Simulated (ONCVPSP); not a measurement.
## Configuration tests for carbon (ONCV)

- Element: C
- Generator: ONCVPSP 4.0.1
- Type: optimised norm-conserving Vanderbilt (ONCV)
- Functional: PBEsol
- Relativity: scalar-relativistic
- Frozen core: [He]
- Valence charge: 4
- Reference configuration: 2s2 2p2
- Partial waves: 2s: rc 1.10 bohr, ncon 3, nbas 7, qcut 6.6 1/bohr, 2 projectors, debl 1.7 Ha; 2p: rc 2.10 bohr, ncon 4, nbas 7, qcut 6.3 1/bohr, 3 projectors, debl 1.6 Ha; d scattering state at 0.28 Ha: rc 1.90 bohr, ncon 4, nbas 7, qcut 5.5 1/bohr, 2 projectors, debl 2.9 Ha
- Local potential: polynomial inside 1.10 bohr (lpopt 5, dvloc0 3 Ha)
- Core correction: Teter function, fcfact 3.5, rcfact 1.55

Energies are relative to the spin-unpolarised reference configuration 2s2 2p2; without spin polarisation the order of configurations can differ from experiment.

```
valence configuration  charge  ΔE all-electron (eV)  error AE − PS (meV)
              2s2 2p1      +1                10.789                  +34
              2s2 2p0      +2                34.807                 +291
              2s1 2p0      +3                82.771                 +590
```

(1) What are ΔE and the potential's error for 2s2 2p1.5?

Levels in the configuration 2s2 2p0:

| level | all-electron (eV) | pseudo (eV) |
| --- | --- | --- |
| 2s | -40.178 | -39.936 |

Results:

(1) ΔE = 3.933 eV all-electron; the error (AE − PS) is +5.1 meV.
